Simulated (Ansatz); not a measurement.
The cluster Si2F2. The state is a quintet with charge 0. Geometry B3LYP-D4/def2-TZVP; atoms count from 1.

```xyz
4

Si    0.081   -1.228   -0.052
Si    0.001    0.860   -0.882
F     0.954   -1.603    1.259
F    -1.037    1.971   -0.326
```

At PBE0-D4/def2-TZVP a triplet of charge 0 lies 2.52 eV below the quintet, each at its own geometry. The structure comes from a short search, and lower isomers may exist.

Problem. Estimate the Mulliken populations from the PBE0/def2-TZVP orbitals of Ansatz.

Solution. 
```csv
atom,charge (e),spin (α − β)
Si1,0.27,1.90
Si2,0.27,1.90
F3,-0.27,0.10
F4,-0.27,0.10
```
Mulliken values depend strongly on the basis.

Problem. Where does the spin sit?

Solution. Summed by element: Si 3.81, F 0.19, of 4 unpaired in all. Largest on single atoms: Si2 1.90, Si1 1.90, F3 0.10.

Problem. And the Mayer bond orders between heavy atoms (over 0.3)?

Solution. Si1–Si2 1.45 (2.25 Å); Si1–F3 1.08 (1.62 Å); Si2–F4 1.08 (1.62 Å).
